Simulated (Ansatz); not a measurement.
BeBrH (SMILES [BeH][Br]) moved off its minimum; all values from Ansatz (a program for electronic structure), cores frozen in correlated methods.
(charge 0, multiplicity 1)
```xyz
3

Be     0.1877    -0.0983    -1.6540
H      0.0811     0.0334    -3.1115
Br    -0.0595     0.3754     0.3788
```

| level | largest force (eV/Å) | on atom | rms difference from CCSD(T)/aug-cc-pVTZ (eV/Å) | dipole (D) |
|---|---|---|---|---|
| HF/def2-TZVPP | 1.83 | H2 | 0.107 | 1.49 |
| PBE/def2-TZVPP | 1.57 | Br3 | 0.080 | 1.01 |
| r2SCAN/def2-TZVPP | 1.67 | Br3 | 0.018 | 1.16 |
| B3LYP/def2-TZVPP | 1.74 | H2 | 0.049 | 1.15 |
| wB97M-V/def2-TZVPP | 1.81 | H2 | 0.054 | 1.24 |
| MP2/aug-cc-pVTZ | 1.80 | H2 | 0.044 | 1.25 |
| CCSD(T)/aug-cc-pVTZ | 1.71 | Br3 | 0.000 | 1.20 |

The differences count from one level among others, with limits of its own. Forces at CCSD(T)/aug-cc-pVTZ (eV/Å):

```csv
atom,Fx,Fy,Fz
Be1,-0.582,0.965,-0.038
H2,0.276,-0.408,1.624
Br3,0.306,-0.557,-1.587
```
